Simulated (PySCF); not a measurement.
# InC, CCSD(T): how much the basis matters

PySCF, UHF reference; quartet, unpaired electrons σ ↑, π ↑↑; De to In + C without counterpoise correction. Frozen cores follow the default of each basis and core potential.

| basis | relativity | functions | Re (Å) | ωe (cm⁻¹) | De (eV) | frozen orbitals |
| --- | --- | --- | --- | --- | --- | --- |
| x2c-SVPall | spin-free X2C | 50 | 2.217 | 490 | 2.58 | 19 |
| def2-SVPD | scalar-relativistic core potentials | 52 | 2.246 | 465 | 2.65 | 5 |
| aug-cc-pVDZ-PP/aug-cc-pVDZ | scalar-relativistic core potentials | 55 | 2.250 | 457 | 2.62 | 5 |
| x2c-TZVPPall | spin-free X2C | 91 | 2.202 | 487 | 2.74 | 19 |

Task: How does each smaller set differ from the one with most functions, x2c-TZVPPall?

Result: x2c-SVPall: +1.5 pm, +0.6 % in ωe, -0.16 eV in De; def2-SVPD: +4.4 pm, -4.5 % in ωe, -0.09 eV in De; aug-cc-pVDZ-PP/aug-cc-pVDZ: +4.8 pm, -6.2 % in ωe, -0.12 eV in De. All at CCSD(T); the set with most functions is neither the basis-set limit nor always the best. The rows treat relativity differently, so the differences are not basis effects alone.

Correlated steps freeze the inner cores (5 to 19 orbitals); shallow outer-core shells are correlated. Correlated levels converge slowly with the basis: in double zeta they bind strong bonds too weakly, by up to about 1 eV, and carry superposition errors of some tenths. Spin–orbit coupling is left out, which matters for elements this heavy, above all for dissociation energies. The state is the lowest determinant that a PBE0 search found; another state may lie lower at other levels.
